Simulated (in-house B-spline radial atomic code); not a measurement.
Configurations of neutral niobium, with energies counted from [Kr] 4d4 5s1. All numbers are computed (scalar-relativistic (X2C) BHandHLYP, spin-polarised, spherical fractional occupations, exact exchange averaged over the configuration; Fermi nucleus of rms radius 4.324 fm) with a radial B-spline atomic code at the basis-set limit, not measured. Shells without spins written out take the highest spin.

Occupations are held fixed; configurations that lie above the ionisation limit could autoionise.

```json
{"configuration": "[Kr] 4d4 5p1", "E - E(ref) (eV)": "2.9614", "highest orbital": "5p up", "its <r> (bohr)": "5.232"}
{"configuration": "[Kr] 4d4 6p1", "E - E(ref) (eV)": "4.9453", "highest orbital": "6p up", "its <r> (bohr)": "12.66"}
{"configuration": "[Ar] 3d9 4s2 4p6 4d4 4f1 5s1", "E - E(ref) (eV)": "208.93", "highest orbital": "4f up", "its <r> (bohr)": "17.57"}
```

**Question.** Order these further configurations by energy, lowest first.
A. [Kr] 4d3 5s1 5f1
B. [Ar] 3d10 4s2 4p5 4d4 4f1 5s1
C. [Ar] 3d10 4s2 4p5 4d4 5s1 5f1
D. [Ar] 3d10 4s2 4p5 4d4 5s1 6f1

**Answer.** A (6.5531 eV), B (36.562 eV), C (36.835 eV), D (36.995 eV).
